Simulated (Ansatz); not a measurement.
Molecule: sum formula MoO$_{2}$Cl, net charge 0, doublet state. The spin state was set by rule; other spins were not relaxed. SMILES of the parent species: [O]=[Mo](=[O])[Cl]
Structure (B3LYP-D3(BJ)/def2-TZVP (Ansatz, an electronic-structure program) minimum search):
```
Mo
O 1 1.6866
O 1 1.6866 2 111.47
Cl 1 2.2720 2 118.37 3 -142.44
```
Charge 0, spin multiplicity 2.

Property: atomisation energy (electronic, to ground-state atoms), in kcal/mol. Valence correlation only, unless marked. UHF or UKS for open shells. Spin-orbit coupling is left out. Frozen are the shells of the preceding noble gas and the d and f shells that filled before the atom's block. Past Kr the def2 sets carry scalar-relativistic core potentials. STO-3G rows are all-electron and non-relativistic. The coupled-cluster limit lacks core correlation, which all-electron functionals hold. Basis-set limits of correlation are two-point, X^-3; Hartree-Fock from the larger set. The bracket is a focal-point correction in the basis named.

```csv
level,program,atomisation energy (kcal/mol)
HF/def2-TZVPP,Ansatz,144.0
B3LYP-D3(BJ)/def2-TZVPD,Ansatz + dftd3,383.4
B3LYP-D4/def2-TZVPD,Ansatz + dftd4,383.1
BHLYP-D3(BJ)/def2-TZVPD,Ansatz + dftd3,324.5
LC-wPBE-D3(BJ)/def2-TZVPD,Ansatz + dftd3,368.3
RPA@PBE/def2-TZVPP,Ansatz,345.0
SCS-MP2/STO-3G,Ansatz,334.2
SCS-MP2/def2-SVP,Ansatz,315.0
CCSD/def2-TZVPP,Ansatz,335.1
"RI-MP2/CBS(def2-TZVPP,def2-QZVPP)+[CCSD(T)-MP2]/def2-TZVPP",Ansatz,380.9
```

The UHF reference is spin-contaminated (<S^2> 0.84 over the pure value in the largest basis). The T1 diagnostic of CCSD in the largest basis is 0.081, which is high, so the coupled-cluster rows are less sure than usual.
